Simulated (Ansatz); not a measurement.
Mn(O)2(OH)3 (H3MnO5), SMILES [O]=[Mn](=[O])([OH])([OH])[OH], multiplicity 1.

The structure is a stationary point at B3LYP-D3(BJ)/def2-SVP. The spin state was assumed, not searched. Other conformers were not sampled.

Two levels are set side by side: PBE/def2-TZVPD (Ansatz, an electronic-structure program) and PBE0/def2-TZVPD (Ansatz). Energy differences of separate SCF runs at the same geometry. Differences are taken from unrounded values.

| quantity | PBE |
|---|---|
| vertical singlet–triplet gap (eV) | 1.31 |

Q: These are the PBE values. What does PBE0 give? (The exact figures need the calculation; the answer reports its results.)

A: 
| quantity | PBE0 | PBE minus PBE0 |
|---|---|---|
| vertical singlet–triplet gap (eV) | 0.72 | 0.58 |
